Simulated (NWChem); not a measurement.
System: GeH$_{2}$, singlet; SMILES [GeH2]

Input file for NWChem:

```
start job
memory heap 200 mb stack 900 mb global 1100 mb
geometry units angstroms noautosym nocenter noautoz
  Ge     0.000000     0.000000     0.034964
  H      0.000000    -1.133163    -1.085552
  H      0.000000     1.133163    -1.085552
end
basis spherical
  * library def2-tzvp
end
dft
  xc xpbe96 cpbe96
  iterations 150
end
property
  response 1 0.0
end
task dft property
```

Output (shortened):

```
             Northwest Computational Chemistry Package (NWChem) 7.3.0
             --------------------------------------------------------

                             Geometry "geometry" -> ""
                             -------------------------

 Output coordinates in angstroms (scale by  1.889725989 to convert to a.u.)

  No.       Tag          Charge          X              Y              Z
 ---- ---------------- ---------- -------------- -------------- --------------
    1 Ge                  32.0000     0.00000000     0.00000000     0.03496400
    2 H                    1.0000     0.00000000    -1.13316300    -1.08555200
    3 H                    1.0000     0.00000000     1.13316300    -1.08555200

 Effective nuclear repulsion energy (a.u.)      21.4853700169

  pbe96 is a nonlocal functional; adding pw91lda local functional.
                              NWChem Property Module
                              ----------------------

                                 NWChem DFT Module
                                 -----------------

 Summary of "ao basis" -> "ao basis" (spherical)
 ------------------------------------------------------------------------------
       Tag                 Description            Shells   Functions and Types
 ---------------- ------------------------------  ------  ---------------------
 Ge                        def2-tzvp                16       48   6s5p4d1f
 H                         def2-tzvp                 4        6   3s1p

            General Information
            -------------------
          SCF calculation type: DFT
          Wavefunction type:  closed shell.
          No. of atoms     :     3
          No. of electrons :    34
           Alpha electrons :    17
            Beta electrons :    17
          Charge           :     0
          Spin multiplicity:     1
          Use of symmetry is: off; symmetry adaption is: off
          Maximum number of iterations: 150
          AO basis - number of functions:    60
                     number of shells:    24
          Convergence on energy requested:  1.00D-06
          Convergence on density requested:  1.00D-05
          Convergence on gradient requested:  5.00D-04

              XC Information
              --------------
          PerdewBurkeErnzerhof Exchange Functional  1.000
            Perdew 1991 LDA Correlation Functional  1.000 local
           PerdewBurkeErnz. Correlation Functional  1.000 non-local

             Grid Information
             ----------------
          Grid used for XC integration:  medium
          Radial quadrature: Mura-Knowles
          Angular quadrature: Lebedev.
          Tag              B.-S. Rad. Rad. Pts. Rad. Cut. Ang. Pts.
          ---              ---------- --------- --------- ---------
          Ge                  1.25      112           7.0       590
          H                   0.35       45           8.0       434
          Grid pruning is: on
          Number of quadrature shells:   202
          Spatial weights used:  Erf1

      Superposition of Atomic Density Guess
      -------------------------------------

 Sum of atomic energies:       -2076.30568075

      Non-variational initial energy
      ------------------------------

 Total energy =   -2076.272318
 1-e energy   =   -2938.675227
 2-e energy   =     840.917538
 HOMO         =      -0.235622
 LUMO         =      -0.085982

   convergence    iter        energy       DeltaE   RMS-Dens  Diis-err
 ---------------- ----- ----------------- --------- --------- ---------
 d= 0,ls=0.0,diis     1  -2077.7976064255 -2.10D+03  9.66D-03  5.50D-01
 d= 0,ls=0.0,diis     2  -2077.8153183973 -1.77D-02  4.93D-03  9.96D-02
 d= 0,ls=0.0,diis     3  -2077.8202098223 -4.89D-03  1.41D-03  2.73D-02
 d= 0,ls=0.0,diis     4  -2077.8217523873 -1.54D-03  3.64D-04  5.58D-04
 d= 0,ls=0.0,diis     5  -2077.8218081886 -5.58D-05  7.17D-05  1.54D-05
  Resetting Diis
 d= 0,ls=0.0,diis     6  -2077.8218108215 -2.63D-06  7.84D-06  1.62D-07
 d= 0,ls=0.0,diis     7  -2077.8218108510 -2.95D-08  9.60D-07  1.57D-09

         Total DFT energy =    -2077.821810850958
      One electron energy =    -2937.947304054037
           Coulomb energy =      918.011096298365
    Exchange-Corr. energy =      -79.370973112219
 Nuclear repulsion energy =       21.485370016932

 Numeric. integr. density =       34.000003275413

                       DFT Final Molecular Orbital Analysis
                       ------------------------------------

 Vector   15  Occ=2.000000D+00  E=-4.716915D-01
              MO Center= -7.6D-10,  1.5D-08, -4.1D-01, r^2= 1.6D+00
   Bfn.  Coefficient  Atom+Function         Bfn.  Coefficient  Atom+Function
  ----- ------------  ---------------      ----- ------------  ---------------
     5      0.605083  1 Ge s                  6      0.348949  1 Ge s
     4     -0.281641  1 Ge s                  3     -0.227492  1 Ge s
    50      0.121474  2 H  s                 56      0.121474  3 H  s
     2      0.101772  1 Ge s                 18     -0.099051  1 Ge pz
    49      0.085156  2 H  s                 55      0.085156  3 H  s

 Vector   16  Occ=2.000000D+00  E=-2.777645D-01
              MO Center= -1.9D-09, -4.6D-09, -6.8D-01, r^2= 2.3D+00
   Bfn.  Coefficient  Atom+Function         Bfn.  Coefficient  Atom+Function
  ----- ------------  ---------------      ----- ------------  ---------------
    17      0.343913  1 Ge py                20      0.224136  1 Ge py
    50     -0.223705  2 H  s                 56      0.223705  3 H  s
    11     -0.161682  1 Ge py                51     -0.152918  2 H  s
    57      0.152918  3 H  s                 49     -0.136933  2 H  s
    55      0.136933  3 H  s                 23      0.084504  1 Ge d -1

 Vector   17  Occ=2.000000D+00  E=-2.156145D-01
              MO Center= -8.4D-09, -2.0D-08,  6.4D-02, r^2= 2.5D+00
   Bfn.  Coefficient  Atom+Function         Bfn.  Coefficient  Atom+Function
  ----- ------------  ---------------      ----- ------------  ---------------
     6      0.402673  1 Ge s                 18      0.364603  1 Ge pz
    21      0.329296  1 Ge pz                 5      0.319291  1 Ge s
    12     -0.172557  1 Ge pz                50     -0.164591  2 H  s
    56     -0.164591  3 H  s                  4     -0.148485  1 Ge s
    51     -0.132473  2 H  s                 57     -0.132473  3 H  s

 Vector   18  Occ=0.000000D+00  E=-1.442039D-01
              MO Center= -2.6D-10, -3.1D-09, -1.3D-02, r^2= 2.6D+00
   Bfn.  Coefficient  Atom+Function         Bfn.  Coefficient  Atom+Function
  ----- ------------  ---------------      ----- ------------  ---------------
    19      0.614756  1 Ge px                16      0.500474  1 Ge px
    10     -0.223681  1 Ge px                 7      0.085613  1 Ge px
    13     -0.046947  1 Ge px                40      0.025940  1 Ge d  1

 Vector   19  Occ=0.000000D+00  E= 1.099918D-02
              MO Center= -1.3D-08, -8.6D-10, -5.7D-02, r^2= 4.0D+00
   Bfn.  Coefficient  Atom+Function         Bfn.  Coefficient  Atom+Function
  ----- ------------  ---------------      ----- ------------  ---------------
    20      1.175956  1 Ge py                51      0.885474  2 H  s
    57     -0.885474  3 H  s                 17      0.312955  1 Ge py
    50      0.170627  2 H  s                 56     -0.170627  3 H  s
    11     -0.146335  1 Ge py                23     -0.101995  1 Ge d -1
    49      0.090601  2 H  s                 55     -0.090601  3 H  s

 Vector   20  Occ=0.000000D+00  E= 2.961700D-02
              MO Center= -6.7D-09, -9.1D-09, -5.0D-01, r^2= 5.1D+00
   Bfn.  Coefficient  Atom+Function         Bfn.  Coefficient  Atom+Function
  ----- ------------  ---------------      ----- ------------  ---------------
     6      1.409133  1 Ge s                 51     -1.333813  2 H  s
    57     -1.333813  3 H  s                 21     -1.278438  1 Ge pz
     5      0.356809  1 Ge s                 18     -0.242000  1 Ge pz
     4     -0.159682  1 Ge s                  3     -0.124518  1 Ge s
    12      0.115281  1 Ge pz                39      0.077057  1 Ge d  0

     Multipole analysis of the density
     ---------------------------------

     L   x y z        total         alpha         beta         nuclear
     -   - - -        -----         -----         ----         -------
     0   0 0 0     -0.000000    -17.000000    -17.000000     34.000000

     1   1 0 0      0.000000      0.000000      0.000000      0.000000
     1   0 1 0      0.000000      0.000000      0.000000      0.000000
     1   0 0 1      0.081235      1.034855      1.034855     -1.988476

     2   2 0 0    -12.098455     -6.049227     -6.049227      0.000000
     2   1 1 0      0.000000      0.000000      0.000000      0.000000
     2   1 0 1      0.000000      0.000000      0.000000      0.000000
     2   0 2 0    -15.312163    -12.241536    -12.241536      9.170910
     2   0 1 1     -0.000000     -0.000000     -0.000000      0.000000
     2   0 0 2    -16.473497    -12.514822    -12.514822      8.556148

 *** CALLING NEW AORESP DRIVER FOR CLOSED AND OPEN SHELLS ***
 Entering AOResponse driver routine

--------------------------------------------------------------------------------

          -----------------------------------------------
          Solving response equations for perturbing field
          -----------------------------------------------

 number of frequencies:     1
 frequency in a.u.:  0.0000000E+00
 Perturbing field: electric
 Using El. Dipole Length Gauge

 Setting up CPKS with frequency omega =      0.00000000 a.u.

 STATIC response

                                NWChem CPHF Module
                                ------------------

  scftype          =     RHF
  nclosed          =       17
  nopen            =        0
  variables        =      731
  # of vectors     =        3
  tolerance        = 0.10D-03
  level shift      = 0.00D+00
  max iterations   =       50
  max subspace     =       30

 SCF residual:    5.5490713905432213E-005

Iterative solution of linear equations
  No. of variables      731
  No. of equations        3
  Maximum subspace       30
        Iterations       50
       Convergence  1.0D-04

   iter   nsub   residual    time
   ----  ------  --------  ---------
     1      3    6.92D+00      14.6
     2      6    1.02D+00      17.4
     3      9    5.46D-01      20.1
     4     12    9.20D-02      22.9
     5     15    6.93D-03      25.6
     6     18    9.87D-04      28.3
     7     21    1.27D-04      31.0
     8     24    2.55D-06      33.8

 Electric Dipole Response Matrix (nonzero elements):

              1        2        3
    1   26.3743   0.0000  -0.0000
    2    0.0000  38.9353   0.0000
    3   -0.0000   0.0000  38.8446

 ------------------------------------------
 average:        34.71804 + I       0.00000

 DFT Linear Response polarizability / au
 Frequency  =       0.0000000 / au
              X              Y              Z
 -----------------------------------------------
 X      26.3742545      0.0000002     -0.0000003
 Y       0.0000002     38.9353050      0.0000000
 Z      -0.0000003      0.0000000     38.8445622
 -----------------------------------------------
 Eigenvalues =      26.3742545     38.9353050     38.8445622
 Isotropic   =      34.7180406
 Anisotropic =      12.5159258
 -----------------------------------------------

 Magnetic Dipole Response Matrix (nonzero elements):

 Exiting AOResponse driver routine
```

Level: PBE/def2-TZVP. Low-valent species are run as closed-shell singlets; no triplet was tried in these runs. Geometry: optimised at PBE0-D3(BJ)/def2-TZVP.
